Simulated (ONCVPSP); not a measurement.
# niobium, ONCV: configuration errors across variants

- Element: Nb
- Generator: ONCVPSP 4.0.1
- Type: optimised norm-conserving Vanderbilt (ONCV)
- Functional: PBEsol
- Relativity: scalar-relativistic
- Frozen core: [Ar] 3d10
- Valence charge: 13
- Reference configuration: 4s2 4p6 4d4 5s1
- Partial waves: 4s+5s: rc 1.55 bohr, ncon 4, nbas 8, qcut 7.9 1/bohr, 2 projectors; 4p: rc 1.85 bohr, ncon 5, nbas 8, qcut 8 1/bohr, 2 projectors, debl 3.9 Ha; 4d: rc 2.20 bohr, ncon 4, nbas 8, qcut 6.1 1/bohr, 2 projectors, debl 2.3 Ha; f scattering state at 0.31 Ha: rc 1.65 bohr, ncon 4, nbas 7, qcut 6.7 1/bohr, 2 projectors, debl 2.2 Ha
- Local potential: polynomial inside 1.35 bohr (lpopt 5, dvloc0 0 Ha)
- Core correction: Teter function, fcfact 4, rcfact 1.2

All-electron excitation energies from the reference (eV): (1) 4s2 4p6 4d4 5s0 6.653; (2) 4s2 4p6 4d3 5s0 20.681; (3) 4s2 4p6 4d3 5s1 7.039.

1 further variants failed, have other tests or too few solved ones, and are left out.

Errors AE − PS in meV (a dash: test not solved or not reliable):

| change | (1) | (2) | (3) | bound ghosts | GHOST(+) flags above zero |
| --- | --- | --- | --- | --- | --- |
| base | -1.0 | -0.6 | +1.8 | none | s |
| p: qcut 9.1 | -1.0 | -0.6 | +1.8 | none | s |
| s: qcut 5.5; p: qcut 5.6; d: qcut 4.3; f: qcut 4.7 | -0.1 | -0.1 | +5.2 | none | s, d |

(1) Give the same row for: core correction Teter function, fcfact 4, rcfact 1.

## Answers

(1) -1.1, -0.6, +1.7; bound ghosts: none; GHOST(+) flags above zero: s.
